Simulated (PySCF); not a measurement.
AsO₂F (singlet). All numbers come from PBE0/[As def2-TZVP, O def2-TZVP, F def2-TZVP], no relativity, density fitting, PySCF.

Harmonic bands of its minimum:

| ω (cm⁻¹) | IR (km/mol) |
| --- | --- |
| 249 | 37.4 |
| 303 | 39.6 |
| 305 | 17.5 |
| 735 | 103 |
| 986 | 27.9 |
| 1112 | 88.0 |

**Question.** The central atom is As. Infer the point group and assign the bands.

**Answer.** C2v. The modes span b1 + 3a1 + 2b2: 249 b1, 303 a1, 305 b2, 735 a1, 986 a1, 1112 b2. The computed geometry has As–F 1.699 Å, As–O 1.594 Å (×2); F–As–O 110.7° (×2), O–As–O 138.6°.

This need not be the most stable arrangement of these atoms.
